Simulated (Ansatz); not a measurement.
Reaction (ligand exchange at the Si–O bond): `O[SiH](O)O[SiH](O)F` + H–F → `O[SiH](O)O[SiH](F)F` + H₂O

Calculated with Ansatz (gas phase, PBE0-D4/def2-TZVP geometries, no zero-point term in ΔE). CCSD(T)/CBS is the MP2 limit (def2-TZVPP, def2-QZVPP) plus CCSD(T) − MP2 in def2-TZVPP, frozen cores. This one scheme is used for every species. Functionals use def2-TZVPP. B3LYP here is the variant with VWN-RPA as its local correlation; programs differ in this. One conformer a species, not always the lowest.

```json
{"level": "PBE-D4", "ΔE (kJ/mol)": "-37.4", "difference from CCSD(T)/CBS": "2.7"}
{"level": "r2SCAN-D4", "ΔE (kJ/mol)": "-40.7", "difference from CCSD(T)/CBS": "-0.6"}
{"level": "PBE0-D4", "ΔE (kJ/mol)": "-37.3", "difference from CCSD(T)/CBS": "2.8"}
{"level": "B3LYP-D4", "ΔE (kJ/mol)": "-40.5", "difference from CCSD(T)/CBS": "-0.4"}
{"level": "ωB97X-V", "ΔE (kJ/mol)": "-39.7", "difference from CCSD(T)/CBS": "0.4"}
{"level": "ωB97M-V", "ΔE (kJ/mol)": "-39.1", "difference from CCSD(T)/CBS": "1.0"}
{"level": "B2PLYP", "ΔE (kJ/mol)": "-41.7", "difference from CCSD(T)/CBS": "-1.6"}
{"level": "PBE", "ΔE (kJ/mol)": "-39.2", "difference from CCSD(T)/CBS": "0.9"}
{"level": "r2SCAN", "ΔE (kJ/mol)": "-41.2", "difference from CCSD(T)/CBS": "-1.1"}
{"level": "PBE0", "ΔE (kJ/mol)": "-38.9", "difference from CCSD(T)/CBS": "1.2"}
{"level": "B3LYP", "ΔE (kJ/mol)": "-43.5", "difference from CCSD(T)/CBS": "-3.4"}
{"level": "HF/def2-TZVPP", "ΔE (kJ/mol)": "-47.7", "difference from CCSD(T)/CBS": "-7.6"}
{"level": "MP2/def2-TZVPP", "ΔE (kJ/mol)": "-38.0", "difference from CCSD(T)/CBS": "2.1"}
{"level": "SCS-MP2/def2-TZVPP", "ΔE (kJ/mol)": "-40.8", "difference from CCSD(T)/CBS": "-0.7"}
{"level": "CCSD/def2-TZVPP", "ΔE (kJ/mol)": "-40.6", "difference from CCSD(T)/CBS": "-0.5"}
{"level": "CCSD(T)/def2-TZVPP", "ΔE (kJ/mol)": "-39.1", "difference from CCSD(T)/CBS": "1.0"}
{"level": "HF/def2-QZVPP", "ΔE (kJ/mol)": "-49.7", "difference from CCSD(T)/CBS": "-9.6"}
{"level": "MP2/def2-QZVPP", "ΔE (kJ/mol)": "-39.2", "difference from CCSD(T)/CBS": "0.9"}
{"level": "SCS-MP2/def2-QZVPP", "ΔE (kJ/mol)": "-42.0", "difference from CCSD(T)/CBS": "-1.9"}
{"level": "HF/CBS(def2)", "ΔE (kJ/mol)": "-50.0", "difference from CCSD(T)/CBS": "-9.9"}
{"level": "MP2/CBS(def2)", "ΔE (kJ/mol)": "-39.0", "difference from CCSD(T)/CBS": "1.1"}
{"level": "CCSD/CBS(def2)", "ΔE (kJ/mol)": "-41.6", "difference from CCSD(T)/CBS": "-1.5"}
{"level": "CCSD(T)/CBS", "ΔE (kJ/mol)": "-40.1", "difference from CCSD(T)/CBS": "0"}
```

Largest T1 diagnostic among the species: 0.012.

In def2-TZVPP, CCSD(T) changes the Hartree–Fock value by +8.6 kJ/mol (the triples alone add +1.5 kJ/mol) and MP2 by +9.7 kJ/mol.
